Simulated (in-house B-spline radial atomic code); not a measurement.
The oxygen ion O⁺ is squeezed into an impenetrable sphere of radius R (the orbitals vanish at R). Computed with a B-spline radial code for spherical atoms: Dirac-Hartree-Fock, average of configuration, Fermi nucleus of rms radius 2.6991 fm.

Energies in eV above the free ion in [He] 2s2 2p3:

```tsv
R (bohr)	highest level (eV)	[He] 2s2 2p3	[He] 2s1 2p4
8.81	-33.8	0	17.22
6.13	-33.8	0.0005492	17.22
5.36	-33.8	0.004568	17.23
4.26	-33.7	0.08853	17.35
3.41	-33.1	0.8283	18.26
3.21	-32.7	1.394	18.93
2.59	-29.5	6.935	25.05
2.21	-24.5	18.58	37.26
1.76	-10.1	61.05	79.77
1.29	33.3	228.9	240
```

(1) Does [He] 2s1 2p4 fall below [He] 2s2 2p3 under compression?

The highest level is first positive in the row R = 1.29 bohr, pushed up by confinement above the zero of the free ion's potential. Each configuration is held fixed and needn't be the lowest in the sphere.

Answers

(1) No, it stays above over the whole range.
